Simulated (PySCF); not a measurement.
## Spinor energies of Rb²⁹⁺ (rubidium, charge +29)

Start: [He] 2s2 2p4; 2p1/2 filled at m_j = -1/2, +1/2; 2p3/2 filled at m_j = +1/2, +3/2. Calculated with PySCF 2.14 in an even-tempered Gaussian basis (17 s from 10 bohr⁻², ratio 2.4; 12 p from 13 bohr⁻², ratio 2.4; 5 d from 51 bohr⁻², ratio 2.6; 4 f from 76 bohr⁻², ratio 2.6): generalised Hartree-Fock with the X2C-1e Hamiltonian and a Gaussian nucleus; one run each with spin-orbit coupling (SO) switched off, then screened by Boettger's factors.

| spinor shell | electrons | ε, spin-free (eV) | ε, screened SO (eV) | weight of nominal j (screened SO) | rms radius, screened SO (bohr) |
| --- | --- | --- | --- | --- | --- |
| 1s1/2 | 2 | -17059.3 | -17056.2 | 1.000 | 0.0462 |
| 2s1/2 | 2 | -3651.2 | -3650.3 | 1.000 | 0.185 |
| 2p1/2 | 2 | -3467.6 | -3506.2 | 0.969 | 0.160 |
| 2p3/2 | 2 | -3467.6 | -3446.2 | 0.976 | 0.163 |

```csv
quantity,spin-free,screened SO
E (hartree),-2230.35619,-2231.89588
M_J,2,2
⟨J²⟩,6.000,6.000
⟨L²⟩,2.000,2.895
⟨S²⟩,2.000,1.554
```

Each row is a mean over spinors that exchange with the open shell spreads, by up to 45.090 eV (2s1/2).

Breit and QED terms are absent; they matter most for the inner s and p1/2 levels.

Densities and radii are taken from the X2C orbitals without a picture-change correction, which distorts them close to the nucleus.

Without spin-orbit coupling the j labels of p, d and f shells carry no meaning; the spin-free column gives the mean over the occupied spinors of each nl shell.
